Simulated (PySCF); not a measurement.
Isomers of C9H12FN.

All values: PBE0/pcSseg-1 (PySCF) at GFN2-xTB geometries, gas phase, one conformer each.

Question: Rank by dipole moment, lowest first.
A. `[CH3:1][C@@H:2]([F:3])[C@@H:4]([CH3:5])[c:6]1[cH:7][cH:8][cH:9][cH:10][n:11]1` with C1–C2–C4–C5 -179°, C2–C4–C6–C7 -64°
B. `N#C[C@H]1[C@@H]2CC[C@H]1C[C@@H](F)C2`
C. `[N:1]#[C:2][C@@H:3]1[CH2:4][CH2:5][CH2:6][C@:7]12[CH2:8][C@H:9]([F:10])[CH2:11]2` with C2–C3–C4–C5 -76°, C3–C4–C5–C6 -30°, C4–C5–C6–C7 7°, C5–C6–C7–C8 150°
D. `N#C[C@@H]1C[C@H]2CC[C@@H]1[C@@H](F)C2`
E. `[CH3:1][CH2:2][N:3]([CH3:4])[c:5]1[cH:6][cH:7][cH:8][c:9]([F:10])[cH:11]1` with C1–C2–N3–C4 -83°, C2–N3–C5–C6 7°

Answer: A (0.61 D), B (2.68 D), E (3.47 D), C (4.11 D), D (5.99 D).

Question: Rank by LUMO energy, lowest first.
A. `[CH3:1][CH2:2][N:3]([CH3:4])[c:5]1[cH:6][cH:7][cH:8][c:9]([F:10])[cH:11]1` with C1–C2–N3–C4 -83°, C2–N3–C5–C6 7°
B. `[N:1]#[C:2][C@@H:3]1[CH2:4][CH2:5][CH2:6][C@:7]12[CH2:8][C@H:9]([F:10])[CH2:11]2` with C2–C3–C4–C5 -76°, C3–C4–C5–C6 -30°, C4–C5–C6–C7 7°, C5–C6–C7–C8 150°
C. `N#C[C@H]1[C@@H]2CC[C@H]1C[C@@H](F)C2`
D. `[CH3:1][C@@H:2]([F:3])[C@@H:4]([CH3:5])[c:6]1[cH:7][cH:8][cH:9][cH:10][n:11]1` with C1–C2–C4–C5 -179°, C2–C4–C6–C7 -64°

Answer: D (-0.67 eV), A (0.03 eV), B (0.49 eV), C (0.66 eV).

Question: Rank by HOMO–LUMO gap, lowest first.
A. `N#C[C@H]1[C@@H]2CC[C@H]1C[C@@H](F)C2`
B. `[CH3:1][CH2:2][N:3]([CH3:4])[c:5]1[cH:6][cH:7][cH:8][c:9]([F:10])[cH:11]1` with C1–C2–N3–C4 -83°, C2–N3–C5–C6 7°
C. `[CH3:1][C@@H:2]([F:3])[C@@H:4]([CH3:5])[c:6]1[cH:7][cH:8][cH:9][cH:10][n:11]1` with C1–C2–C4–C5 -179°, C2–C4–C6–C7 -64°
D. `[N:1]#[C:2][C@@H:3]1[CH2:4][CH2:5][CH2:6][C@:7]12[CH2:8][C@H:9]([F:10])[CH2:11]2` with C2–C3–C4–C5 -76°, C3–C4–C5–C6 -30°, C4–C5–C6–C7 7°, C5–C6–C7–C8 150°
E. `N#C[C@@H]1C[C@H]2CC[C@@H]1[C@@H](F)C2`

Answer: B (5.72 eV), C (6.66 eV), E (9.02 eV), D (9.18 eV), A (9.43 eV).

All values together:

```tsv
SMILES	μ (D)	HOMO (eV)	LUMO (eV)	lowest IAO charge (e)	highest IAO charge (e)	lowest Hirshfeld charge (e)	highest Hirshfeld charge (e)
N#C[C@@H]1CCC[C@]12C[C@H](F)C2	4.11	-8.70	0.49	-0.324 (F)	+0.186 (C)	-0.232 (N)	+0.090 (C)
N#C[C@@H]1C[C@H]2CC[C@@H]1[C@@H](F)C2	5.99	-8.47	0.55	-0.327 (F)	+0.173 (C)	-0.238 (N)	+0.076 (C)
CCN(C)c1cccc(F)c1	3.47	-5.69	0.03	-0.433 (C)	+0.307 (C)	-0.124 (C)	+0.083 (C)
C[C@@H](F)[C@@H](C)c1ccccn1	0.61	-7.33	-0.67	-0.437 (C)	+0.188 (C)	-0.158 (N)	+0.071 (C)
N#C[C@H]1[C@@H]2CC[C@H]1C[C@@H](F)C2	2.68	-8.77	0.66	-0.342 (F)	+0.173 (C)	-0.230 (N)	+0.089 (C)
```

Conformers: `[N:1]#[C:2][C@@H:3]1[CH2:4][CH2:5][CH2:6][C@:7]12[CH2:8][C@H:9]([F:10])[CH2:11]2` with C2–C3–C4–C5 -76°, C3–C4–C5–C6 -30°, C4–C5–C6–C7 7°, C5–C6–C7–C8 150°; `[CH3:1][CH2:2][N:3]([CH3:4])[c:5]1[cH:6][cH:7][cH:8][c:9]([F:10])[cH:11]1` with C1–C2–N3–C4 -83°, C2–N3–C5–C6 7°; `[CH3:1][C@@H:2]([F:3])[C@@H:4]([CH3:5])[c:6]1[cH:7][cH:8][cH:9][cH:10][n:11]1` with C1–C2–C4–C5 -179°, C2–C4–C6–C7 -64°.
